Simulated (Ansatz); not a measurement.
## InH3 (SMILES [InH3]): methods side by side

InH3: 4 atoms, total charge 0, spin state singlet. SMILES: `[InH3]`. The coordinates come from a PBE0-D4/def2-TZVP relaxation.

```xyz
4

In    0.0139   -0.0151   -0.0051
H     0.4155    1.5160    0.6782
H    -1.0956   -0.1073   -1.3214
H     0.7218   -1.4540    0.6280
```

Quantity: the energy change with the In1–H3 bond stretched from 1.724 to 2.586 Å, in eV. The values are calculated.

| level | kind | program | value (eV) | less FCI/STO-3G | CPU time (all runs) |
| --- | --- | --- | --- | --- | --- |
| r2SCAN/STO-3G (restricted) | meta-GGA | Ansatz | 3.08 | +0.37 | 6.4 s |
| r2SCAN0/STO-3G (restricted) | hybrid meta-GGA | Ansatz | 3.26 | +0.55 | 6.8 s |
| wB97M-V/STO-3G (restricted) | range-separated hybrid | Ansatz | 3.29 | +0.58 | 31 s |
| BCCD(T)/STO-3G (restricted) | coupled cluster or CI | Ansatz | 2.72 | +0.01 | 1 s |
| CCSD(T)/STO-3G (restricted) | coupled cluster or CI | Ansatz | 2.72 | +0.01 | 0.95 s |
| CCSDT(Q)/STO-3G (restricted) | coupled cluster or CI | Ansatz | 2.71 | 0.00 | 1.2 s |
| CCSDT/STO-3G (restricted) | coupled cluster or CI | Ansatz | 2.71 | 0.00 | 1.1 s |
| CCSDTQ/STO-3G (restricted) | coupled cluster or CI | Ansatz | 2.71 | 0.00 | 9 s |
| FCI/STO-3G | exact in the basis | Ansatz | 2.71 | 0.00 | 2.3 s |

FCI/STO-3G is exact within its basis and frozen core, so for wave-function methods in that basis the difference is their error; functionals converge differently with the basis, so for them it is only a difference. All-electron rows without a relativistic Hamiltonian named are non-relativistic. The first shape isn't each level's own minimum. The values span 2.71 to 3.29 eV. All rows use very small basis sets, so even the best lies far from the true value. In the correlated wave-function rows the outer d shell of In is correlated, in sets not made for it. CPU times are rough (shared hosts, several kinds of processor): they show what a rung costs within a factor of a few.
